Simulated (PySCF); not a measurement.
**Si2PH6Cl**

Si2PH6Cl is a small molecule, neutral, singlet. The structure, one conformer, was relaxed in the gas phase by PBE0-D3(BJ)/def2-SVP. No frequency run checks that it is a minimum.

SMILES: [SiH3]P[SiH2]Cl

```xyz
10

Si   -1.020   -0.921   -1.312
P     0.605   -1.115    0.237
Si    0.709    1.107    0.699
Cl   -0.319    0.420   -2.733
H    -1.269   -2.224   -1.989
H    -2.300   -0.385   -0.767
H    -0.315   -1.410    1.294
H     1.198    1.236    2.103
H     1.692    1.725   -0.233
H    -0.611    1.797    0.570
```
Atoms count from 1 in this order.

Shieldings: GIAO PBE0/pcSseg-2. Shifts are against computed references at the same level: H TMS (σ 31.24 ppm), Si TMS (σ 341.3 ppm). Core levels by delta-SCF with SCAN, pcX-2 on the ionised atom and pcseg-1 elsewhere, spin-free X2C (2p3/2 is the spin-free 2p value less a third of a first-order spin-orbit splitting); from the vacuum level, for chosen atoms.

Question: Give the shieldings and core levels atom by atom.

Answer: 
```tsv
atoms	bonded to	σ (ppm)	δ (ppm)	core level (eV)
Si1	1 Cl + 1 P + 2 H	343.1	-1.9	2p3/2 107.82
P2	2 Si + 1 H	612.6	-	2p3/2 136.19
Si3	1 P + 3 H	414.3	-73.0	2p3/2 106.95
Cl4	1 Si	984.1	-	2p3/2 206.01
H5	1 Si	25.59	5.65	-
H6	1 Si	25.62	5.62	-
H7	1 P	29.95	1.29	-
H8 H9 H10	1 Si	27.00	4.24	-
```

Values are those of this one static structure, with the three H of a rotating XH3 group averaged; atoms that internal rotation interchanges would show their mean in an NMR spectrum.

Question: Which of Si1, Si3 holds its core electrons tightest, and by how much against the loosest?

Answer: Si1 (bonded to 1 Cl + 1 P + 2 H), by 0.87 eV over Si3 (bonded to 1 P + 3 H).

Question: By CAM-B3LYP/def2-SVPD (TDDFT singlets, Tamm-Dancoff triplets, ionisation by delta-SCF), where does absorption start, and what does vertical ionisation take?

Answer: The lowest singlet lies at 5.95 eV (f 0.009), the strongest of the first 6 at 7.08 eV (f 0.087), the lowest triplet at 5.41 eV; vertical ionisation takes 9.60 eV.
